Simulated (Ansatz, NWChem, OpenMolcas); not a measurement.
**BI3 (boron triiodide): the electronic atomisation energy, rung by rung**

The species is BI3 (4 atoms), meant as a singlet with charge 0. SMILES: `IB(I)I`. The coordinates come from a PBE0-D4/def2-TZVP relaxation.

Quantity: the electronic atomisation energy, in eV. The values are calculated. Electronic energies at fixed atoms, without zero-point motion or spin-orbit coupling.

```csv
level,kind,program,value (eV),CPU time (all runs)
SVWN5/def2-SVP (core potential),LDA,NWChem,12.20,20 s
revPBE/def2-SVP (core potential),GGA,Ansatz,9.78,11 s
M06-2X/def2-SVP (core potential),hybrid meta-GGA,OpenMolcas,9.24,31 s
CAM-B3LYP/def2-SVP (core potential),range-separated hybrid,Ansatz,9.36,15 s
B2PLYP/def2-SVP (core potential),double hybrid,Ansatz,9.50,17 s
PBE-QIDH/def2-SVP (core potential),double hybrid,Ansatz,9.94,19 s
RPA@PBE0/def2-SVP (core potential),RPA,Ansatz,8.65,24 s
MP2/def2-SVP (core potential),perturbation theory,NWChem,9.73,35 s
BCCD(T)/def2-SVP (core potential),coupled cluster or CI,Ansatz,9.08,69 s
```

The values span 8.65 to 12.20 eV. In the correlated wave-function rows the outer d shell of I is correlated, in sets not made for it. CPU times are rough (shared hosts, several kinds of processor): they show what a rung costs within a factor of a few.
